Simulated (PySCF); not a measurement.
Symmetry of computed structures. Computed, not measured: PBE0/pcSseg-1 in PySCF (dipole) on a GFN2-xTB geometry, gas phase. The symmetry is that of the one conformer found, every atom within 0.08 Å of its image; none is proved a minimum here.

Q: `[CH3:1][S:2](=[O:3])(=[O:4])[NH:5][S:6](=[O:7])(=[O:8])[CH:9]([F:10])[F:11]` with C1–S2–N5–S6 85°, S2–N5–S6–O7 -48°, N5–S6–C9–F10 149°: symmetry, top, dipole?

A: C1; asymmetric top; symmetry number 1; this conformer is chiral (no improper operation); dipole 2.46 D.

Q: Point group, rotor type and polarity of `[CH3:1][O:2][c:3]1[cH:4][n:5][n:6][cH:7][c:8]1[CH:9]=[O:10]` with C1–O2–C3–C4 0°, C7–C8–C9–O10 0°, H–C1–O2–C3 -61° (nearest H)?

A: Cs; asymmetric top; symmetry number 1; 2 operations, which sort the 16 atoms into 15 sets; dipole 5.89 D, in the ab plane, which is the mirror; heavy atoms equivalent by symmetry: none.

Q: What symmetry has `[CH3:1][c:2]1[cH:3][n:4][cH:5][p:6][c:7]1[CH:8]1[CH2:9][CH2:10]1` with P6–C7–C8–C9 -34°, H–C1–C2–C3 -1° (nearest H)?

A: Cs; asymmetric top; symmetry number 1; 2 operations, which sort the 20 atoms into 16 sets; dipole 3.15 D, in the ab plane, which is the mirror; A, B, C = 1831, 1053, 708.2 MHz; heavy atoms equivalent by symmetry: C9/C10.

Q: Point group, rotor type and polarity of `[CH3:1][CH:2]([CH3:3])[c:4]1[o:5][cH:6][p:7][c:8]1[Cl:9]` with C1–C2–C4–O5 61°?

A: Cs; asymmetric top; symmetry number 1; 2 operations, which sort the 17 atoms into 13 sets; dipole 2.16 D, in the ab plane, which is the mirror; A, B, C = 1526, 1016, 701.4 MHz; heavy atoms equivalent by symmetry: C1/C3.
